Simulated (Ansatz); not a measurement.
Gas-phase electronic energies from Ansatz, PBE0-D4/def2-TZVP geometries. CBS: MP2 limit from def2 TZ/QZ plus the TZ coupled-cluster correction, frozen cores. For As outer-core shells are correlated without core-valence functions, which leaves a few kJ/mol of doubt a bond. Scalar relativity is left out up to krypton. One conformer a species, not always the lowest.

Consider the substitution at a C–As bond: `CC[AsH]N` + `C[NH][Al]([Cl])[Cl]` → `CC[N](C)[Al]([Cl])[Cl]` + `N[AsH2]`.

`CC[AsH]N`:

Cartesian coordinates in Å:
```
C 0.404 -1.002 1.523
C -0.443 -0.239 0.521
As 0.618 1.086 -0.475
N -0.629 1.419 -1.807
H -0.203 -1.702 2.103
H 1.188 -1.581 1.027
H 0.893 -0.328 2.233
H -0.920 -0.913 -0.194
H -1.236 0.324 1.018
H 1.488 0.020 -1.165
H -0.398 2.256 -2.324
H -0.762 0.659 -2.459
```

`C[NH][Al]([Cl])[Cl]`:

Z-matrix (Å, degrees):
```
C
N 1 1.449
H 1 1.095 2 112.0
H 1 1.092 2 109.9 3 -119.2
H 1 1.095 2 112.0 3 121.5
Al 2 1.748 1 128.6 3 119.4
H 2 1.009 1 112.6 3 -60.6
Cl 6 2.083 2 119.8 1 -179.9
Cl 6 2.084 2 120.0 1 0.1
```

`CC[N](C)[Al]([Cl])[Cl]`:

```xyz
15

C    -1.451    1.019   -0.693
C    -0.940    0.153    0.447
N     0.413   -0.341    0.258
C     1.436    0.677    0.370
Al    0.772   -2.026   -0.071
Cl   -0.770   -3.423   -0.213
Cl    2.743   -2.662   -0.318
H    -1.454    0.459   -1.631
H    -0.838    1.912   -0.833
H    -2.472    1.350   -0.490
H    -0.984    0.722    1.387
H    -1.611   -0.701    0.572
H     1.371    1.191    1.339
H     1.355    1.438   -0.415
H     2.430    0.234    0.293
```

`N[AsH2]`:

```xyz
6

N     0.485   -0.479    0.672
As    0.001    1.010   -0.321
H    -0.033   -1.319    0.456
H     1.473   -0.668    0.569
H    -1.414    1.103    0.236
H    -0.513    0.353   -1.611
```

```csv
species,CCSD/def2-TZVPP energy (Eh)
`CC[AsH]N`,-2369.97881
`C[NH][Al]([Cl])[Cl]`,-1256.70934
`CC[N](C)[Al]([Cl])[Cl]`,-1335.16570
`N[AsH2]`,-2291.50627
```

(1) Work out ΔE.

Largest T1 diagnostic among the species: 0.011.

Answers

(1) ΔE = (-1335.16570) + (-2291.50627) − (-2369.97881) − (-1256.70934) = 0.01618 Eh = +42.5 kJ/mol. CCSD(T)/CBS gives +43.3 kJ/mol.

The D4 term adds −5.1 kJ/mol with B3LYP and −3.3 kJ/mol with PBE0; it sums over pairs of atoms, weighted by their polarisabilities, and B3LYP, whose exchange is more repulsive, gets the larger term.

B3LYP here is the variant with VWN-RPA as its local correlation; programs differ in this.
